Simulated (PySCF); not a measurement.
## Working out the ionisation energy of Ca²⁺

Ca²⁺ [Ar] (1S) → Ca³⁺ [Ne] 3s2 3p5 (2P). Calculation: PySCF 2.14, in an uncontracted even-tempered set (19 s from 0.054 bohr⁻², ratio 2.5; 13 p from 0.071 bohr⁻², ratio 2.5; 5 d from 1.5 bohr⁻², ratio 2.7; 5 f from 2.3 bohr⁻², ratio 2.7); no relativity, point nucleus. Frozen: 1s2; the 18 highest virtual orbitals dropped. Energies in hartree (1 hartree = 27.21139 eV):

```csv
part,Ca²⁺ (lower),Ca³⁺ (upper)
UHF,-676.150951,-674.323899
MP2 opposite-spin,-0.392551,-0.373477
MP2 same-spin,-0.145516,-0.134444
```

Question: What does Hartree-Fock give?

Answer: (-674.323899) − (-676.150951) = 1.827052 hartree = 49.717 eV.

Question: What do MP2 and SCS-MP2 (6/5 opposite-spin, 1/3 same-spin) give?

Answer: The opposite-spin parts differ by 0.519 eV and the same-spin parts by 0.301 eV. MP2: 49.717 + (0.519) + (0.301) = 50.537 eV. SCS-MP2: 49.717 + 1.2 × (0.519) + (0.301)/3 = 50.440 eV.

A first-order spin-orbit estimate adds -0.120 eV to MP2 (outer shells), giving 50.417 eV against 50.913 eV (measured; NIST Atomic Spectra Database, ionization energies).

The calculation is non-relativistic.

What remains against the reference includes basis incompleteness, the frozen core and correlation beyond second order.
